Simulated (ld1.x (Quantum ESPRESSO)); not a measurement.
# Ranking ultrasoft potentials for tantalum

All share these settings but for the change named:

| Quantity | Value |
| --- | --- |
| Element | tantalum |
| Generator | ld1.x (Quantum ESPRESSO) 7.5 |
| Type | ultrasoft |
| Functional | PBE |
| Relativity | scalar-relativistic |
| Frozen core | [Kr] 4d10 4f14 5s2 |
| Valence charge | 11 |
| Reference configuration | 5p6 5d3 6s1.5 6p0.5 |
| Partial waves | 6s (bound): rcut 2.40, rcutus 3.10 bohr; 6s channel at 2.05 Ry: rcut 2.40, rcutus 3.10 bohr; 5p (bound): rcut 2.50, rcutus 2.70 bohr; 6p (bound): rcut 2.50, rcutus 2.70 bohr; 5d (bound): rcut 2.30, rcutus 2.85 bohr; 5d channel at 0.05 Ry: rcut 2.30, rcutus 2.85 bohr |
| Local potential | all-electron potential smoothed inside 2.85 bohr (lloc = -1) |
| Core correction | none |
| Augmentation charge | PSQ, radius 2.10 bohr |

Test errors are all-electron minus pseudo excitation energies from the reference, over 5p6 5d3 6s2 6p0; 5p6 5d3 6s1 6p0; 5p6 5d3 6s0 6p0; 5p6 5d3.5 6s1.5 6p0; 5p6 5d4 6s1 6p0; 5p6 5d2 6s2 6p0; 5p6 5d2 6s2 6p1. None of these files shows a bound ghost.

The base gives 11.4 meV.

Of 12 variants that were run, those that failed, showed a ghost or another fault, or gave nearly equal values are left out.

A variant can come out equal or close to the base, since the largest error may sit in a test that the change hardly touches while other tests move.

Task: Rank these variants by their largest absolute test error, smallest first.
A. core correction a·sin(br)/r model core inside 2.98 bohr
B. waves 5d (bound): rcut 2.30, rcutus 2.54 bohr; 5d channel at 0.05 Ry: rcut 2.30, rcutus 2.54 bohr
C. functional PBEsol

Result: A (6.9 meV), C (7.9 meV), B (12.2 meV).
